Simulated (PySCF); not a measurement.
Gas-phase equilibrium of 1 mol GeF₄, 83 mol H₂ at 800 K and 0.0100 bar, among 16 species (GeH₄, Ge₂H₆, F₂, GeF₂, GeF₃, F, H, GeH₃F, GeHF₃, HF, H₂, Ge₃H₈, GeH₃, GeH₂F₂, GeH₂, GeF₄). Only gases are allowed; each row takes one source of thermochemistry for all species, and Cantera finds the minimum.

Energies from PySCF, thermal terms from the rigid-rotor harmonic-oscillator model, ideal gas at 1 bar. † marks an energy on the PBE0/def2-TZVP geometry and frequencies. MP2 freezes the core. The species in the table below are closed-shell singlets. Ge: all electrons, no relativistic terms. GeHF₃, GeH₂F₂: computed as isolated molecules; such fragments, hydroxides, amides, oligomers or adducts are transient or little studied in the gas. MP2 isn't extrapolated to the basis-set limit. The harmonic model lacks anharmonicity and excited electronic states, which grow with temperature; levels with a mode under 35 cm⁻¹ are left out.

Molecules larger than those listed are left out, and so are free Ge atoms, whose spin-orbit terms are large. Also missing: (HF)n, which can matter at low temperature or high pressure. Table species left out: H2F2, H3F3, H4F4.

Mole fractions:

```json
[
 {"thermochemistry": "BLYP/def2-TZVP†", "x H₂": "0.96", "x HF": "0.024", "x GeF₂": "0.012", "x GeF₄": "7.8e-11", "x GeHF₃": "3.3e-10", "x GeH₂F₂": "7.6e-12"},
 {"thermochemistry": "M06-2X/def2-TZVP†", "x H₂": "0.96", "x HF": "0.023", "x GeF₂": "0.012", "x GeF₄": "3.6e-5", "x GeHF₃": "9.8e-6", "x GeH₂F₂": "2.4e-8"},
 {"thermochemistry": "MP2/def2-TZVPP†", "x H₂": "0.96", "x HF": "0.024", "x GeF₂": "0.012", "x GeF₄": "9.0e-7", "x GeHF₃": "3.2e-6", "x GeH₂F₂": "1.3e-7"},
 {"thermochemistry": "PBE0/def2-SVP†", "x H₂": "0.96", "x HF": "0.024", "x GeF₂": "0.012", "x GeF₄": "2.1e-7", "x GeHF₃": "2.0e-6", "x GeH₂F₂": "1.4e-7"},
 {"thermochemistry": "r2SCAN/def2-TZVP†", "x H₂": "0.96", "x HF": "0.024", "x GeF₂": "0.012", "x GeF₄": "1.8e-6", "x GeHF₃": "1.9e-6", "x GeH₂F₂": "1.8e-8"},
 {"thermochemistry": "LDA/def2-TZVP†", "x H₂": "0.96", "x HF": "0.024", "x GeF₂": "0.012", "x GeF₄": "6.3e-8", "x GeHF₃": "1.0e-6", "x GeH₂F₂": "7.8e-8"}
]
```
The most sensitive of these is GeF₄: it spans a factor of 10^5.7 over these rows; at this temperature one factor of ten is RT ln 10 = 15 kJ/mol.
